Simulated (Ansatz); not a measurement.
Coupled-cluster diagnostics for GeF4, Ansatz.

Geometry of the singlet (B3LYP-D4/def2-SVP):

```xyz
5

Ge    0.000    0.000    0.000
F     0.521    1.457    0.716
F     0.008    0.166   -1.697
F    -1.581   -0.359    0.528
F     1.051   -1.264    0.452
```

Correlated methods freeze 13 core orbitals; core or outer-core shells of Ge are correlated, in sets that lack core-valence functions.

Question: Estimate the CCSD(T) correlation energy, the shares of MP2 and (T), T1 and the reference's ⟨S²⟩ for: charge 0, singlet, own geometry in def2-TZVPP; and the rough time on 4 threads of Arm Neoverse V2 on a shared host.

Answer: 
| state | basis | correlation (eV) | MP2 share (%) | (T) share (%) | T1 | ⟨S²⟩ (pure) | wall time |
| --- | --- | --- | --- | --- | --- | --- | --- |
| charge 0, singlet, own geometry | def2-TZVPP | -34.494 | 97.9 | 3.0 | 0.013 | 0.00 (0.00) | 51 s |
Customary marks for T1 are 0.02 (closed shells), 0.045 (open shells) and about 0.05 (3d metals). T1 stays under 0.02 throughout.
